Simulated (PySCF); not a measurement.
Gas-phase reaction: 4 CHF2 + CF4 → 2 C2F6 + CH4

Computed with PySCF (xtb for GFN2) and rigid-rotor harmonic-oscillator thermochemistry at 1 bar. † marks an energy on the PBE0/def2-TZVP geometry and frequencies; other levels use their own. MP2 and CCSD(T) freeze the core. Open shells (unrestricted): CHF2 (multiplicity 2); the rest are closed-shell singlets. GFN2 has no spin-polarisation term. CHF2: computed as isolated molecules; such fragments, hydroxides, amides, oligomers or adducts are transient or little studied in the gas. MP2 isn't extrapolated to the basis-set limit; its ΔH°(298 K) is -886.3 kJ in def2-SVP and -869.4 kJ in def2-TZVPP. CCSD(T) isn't extrapolated to the basis-set limit. The harmonic model lacks anharmonicity and excited electronic states, which grow with temperature; levels with a mode under 35 cm⁻¹ are left out. Internal rotation in C2F6 is treated as a harmonic vibration of one conformer, which makes the entropy rough.

| level | ΔE electronic, kJ | ΔH°(298 K), kJ | ΔS°(298 K), J/K | ΔG°(2500 K), kJ |
|---|---|---|---|---|
| CCSD(T)/def2-SVP† | -884 | -863 | -436 | 148 |
| GFN2-xTB | -875 | -850 | -418 | 122 |
| MP2/def2-SVP† | -907 | -886 | -436 | 125 |
| PBE0/def2-TZVP | -823 | -802 | -436 | 209 |
| LDA/def2-TZVP† | -975 | -954 | -436 | 57 |
ΔH° is lowest at LDA/def2-TZVP† and highest at PBE0/def2-TZVP. No reference value is set beside these.
